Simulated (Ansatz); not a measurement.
C₄H₈O₃, SMILES `COC(=O)C(C)O`, 15 atoms. Charge 0, multiplicity 1. All runs use 4 threads of an Arm Neoverse V2 on a shared host. Correlated methods freeze the cores.

Q: How many basis functions does each run have, and how long does it take in Ansatz? direct RPA on PBE orbitals/def2-TZVPP energy; RHF-MP2/def2-QZVPP energy; RKS HSE06 (plane-wave form)-D4/def2-TZVPP energy; RKS PBE0-D4/def2-SVP energy; RKS PBE0-D4/def2-QZVPP energy; RKS B3LYP-D4/def2-TZVPP energy and forces; RKS PBE0-D4/def2-TZVP relaxation (20 steps); RHF-CCSD(T)/def2-SVP energy; RHF-MP2/def2-TZVPP energy; RKS ωB97M-V/def2-SVP energy; RKS ωB97M-V/def2-QZVPP energy; RKS CAM-B3LYP-D4/def2-TZVPP energy. (An estimate is asked.)

A: Computed: Other jobs shared the machine, so times are rough.

```json
{"level": "RKS PBE0-D4/def2-SVP", "job": "energy", "functions": "138", "wall time": "1.9 s", "peak host memory (GiB)": "0.67"}
{"level": "RKS CAM-B3LYP-D4/def2-TZVPP", "job": "energy", "functions": "329", "wall time": "6.5 s", "peak host memory (GiB)": "1.1"}
{"level": "RKS HSE06 (plane-wave form)-D4/def2-TZVPP", "job": "energy", "functions": "329", "wall time": "6.5 s", "peak host memory (GiB)": "1"}
{"level": "RKS ωB97M-V/def2-SVP", "job": "energy", "functions": "138", "wall time": "7.5 s", "peak host memory (GiB)": "0.67"}
{"level": "RHF-MP2/def2-TZVPP", "job": "energy", "functions": "329", "wall time": "8.5 s", "peak host memory (GiB)": "1.1"}
{"level": "RKS B3LYP-D4/def2-TZVPP", "job": "energy and forces", "functions": "329", "wall time": "9.5 s", "peak host memory (GiB)": "1.2"}
{"level": "direct RPA on PBE orbitals/def2-TZVPP", "job": "energy", "functions": "329", "wall time": "13 s", "peak host memory (GiB)": "1.1"}
{"level": "RKS PBE0-D4/def2-QZVPP", "job": "energy", "functions": "639", "wall time": "16 s", "peak host memory (GiB)": "2.8"}
{"level": "RHF-CCSD(T)/def2-SVP", "job": "energy", "functions": "138", "wall time": "33 s", "peak host memory (GiB)": "1.2"}
{"level": "RKS ωB97M-V/def2-QZVPP", "job": "energy", "functions": "639", "wall time": "37 s", "peak host memory (GiB)": "3.2"}
{"level": "RHF-MP2/def2-QZVPP", "job": "energy", "functions": "639", "wall time": "65 s", "peak host memory (GiB)": "6.2"}
{"level": "RKS PBE0-D4/def2-TZVP", "job": "relaxation (20 steps)", "functions": "265", "wall time": "2 min", "peak host memory (GiB)": "0.84"}
```

B3LYP here is the variant with VWN-RPA as its local correlation; programs differ in this.
